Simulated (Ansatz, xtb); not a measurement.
# C5H12NO+: which of two isomers lies lower

We compare X, `CO[C@@H]1CCC[NH2+]1`, a singlet, with Y, `CC(=O)C[C@H](C)[NH3+]`, a singlet. Both are isolated ions in the gas phase, relaxed with B3LYP-D3(BJ)/def2-SVP, each in the lowest conformer that the search found.

X (Å):

```xyz
19

C     1.7139   -0.9657    2.4250
C     0.4980   -0.4421    0.4457
C     1.3818   -0.7442   -0.7635
C     1.6862    0.6419   -1.3411
C     0.3285    1.3377   -1.2843
N    -0.3009    0.7966   -0.0051
O     1.1724    0.0294    1.5557
H     2.1593   -0.4301    3.2714
H     2.4952   -1.5582    1.9213
H     0.9196   -1.6390    2.7914
H    -0.2165   -1.2462    0.7004
H     0.8292   -1.3644   -1.4879
H     2.2762   -1.3047   -0.4595
H     2.0794    0.6120   -2.3658
H     2.4163    1.1687   -0.7089
H    -0.3229    1.0369   -2.1156
H     0.3600    2.4329   -1.2309
H    -0.2122    1.4624    0.7763
H    -1.3006    0.5946   -0.1183
```

Y (Å):

```yaml
atoms:
  - { symbol: C, position_ang: [0.6168, 2.4074, 0.4643] }
  - { symbol: C, position_ang: [0.7797, 0.9340, 0.2812] }
  - { symbol: C, position_ang: [-0.3260, 0.1754, -0.4533] }
  - { symbol: C, position_ang: [0.1322, -1.1245, -1.1238] }
  - { symbol: C, position_ang: [-0.9913, -1.9244, -1.7604] }
  - { symbol: N, position_ang: [0.8720, -1.9565, -0.0931] }
  - { symbol: O, position_ang: [1.7534, 0.3267, 0.7110] }
  - { symbol: H, position_ang: [1.3551, 2.7890, 1.1803] }
  - { symbol: H, position_ang: [-0.4072, 2.6511, 0.7902] }
  - { symbol: H, position_ang: [0.7645, 2.9044, -0.5111] }
  - { symbol: H, position_ang: [-1.1294, -0.0240, 0.2821] }
  - { symbol: H, position_ang: [-0.7858, 0.8235, -1.2144] }
  - { symbol: H, position_ang: [0.8999, -0.8811, -1.8752] }
  - { symbol: H, position_ang: [-1.7627, -2.1941, -1.0210] }
  - { symbol: H, position_ang: [-1.4752, -1.3251, -2.5449] }
  - { symbol: H, position_ang: [-0.6144, -2.8444, -2.2332] }
  - { symbol: H, position_ang: [0.2325, -2.3714, 0.5971] }
  - { symbol: H, position_ang: [1.4124, -2.7186, -0.5188] }
  - { symbol: H, position_ang: [1.5099, -1.2535, 0.4008] }
```

Q: Which of the two would you expect CCSD(T)/def2-SVP + ΔMP2/def2-TZVPP electronic energies to favour?

A: Structure Y; the calculation gives E(Y) − E(X) = −66.5 kJ/mol.

Level by level:

| level | geometry | E(Y) − E(X) (kJ/mol) | departure from the last row (kJ/mol) | job, with rough time for the two |
| --- | --- | --- | --- | --- |
| GFN2-xTB | GFN2-xTB | +3.0 | +69.4 | optimisation, 0.17 s |
| HF/STO-3G | GFN2-xTB | +57.8 | +124.2 | single point, 0.36 s |
| r2SCAN-D4/def2-SVP | GFN2-xTB | −82.8 | −16.4 | single point, 4.1 s |
| B3LYP-D3(BJ)/def2-SVP | B3LYP-D3(BJ)/def2-SVP | −79.6 | −13.1 | optimisation, 61 s |
| HF/def2-SVP | B3LYP-D3(BJ)/def2-SVP | −62.3 | +4.2 | part of the CCSD(T) run |
| MP2/def2-SVP | B3LYP-D3(BJ)/def2-SVP | −80.3 | −13.8 | part of the CCSD(T) run |
| CCSD(T)/def2-SVP | B3LYP-D3(BJ)/def2-SVP | −77.1 | −10.7 | single point |
| CCSD(T)/def2-SVP + ΔMP2/def2-TZVPP | B3LYP-D3(BJ)/def2-SVP | −66.5 |  | single point, 1.9 min |

As drawn, Y has 1 C–C, 1 C=O, 1 N–H in place of 2 C–O, 1 C–N, 1 C–H. Structure X has a 5-membered ring, Y no ring.

GFN2-xTB, HF/STO-3G put the two in the other order. The largest departure from CCSD(T)/def2-SVP + ΔMP2/def2-TZVPP is that of HF/STO-3G, 124.2 kJ/mol. The last row adds to CCSD(T) the change of the MP2 difference between the two basis sets, here +10.7 kJ/mol.

With thermal terms from frequencies at re-optimised GFN2-xTB minima (ideal gas, soft modes damped towards free rotors, one conformer each, 298.15 K, 1 atm): the zero-point term adds −10.4 kJ/mol; ΔH is −74.5 and ΔG −78.4 kJ/mol.

The correlated steps freeze 7 core orbitals. Codes used: Ansatz 0.2.0, xtb 6.7.1; the last row on 4 threads of Arm Neoverse V2 on a shared host.
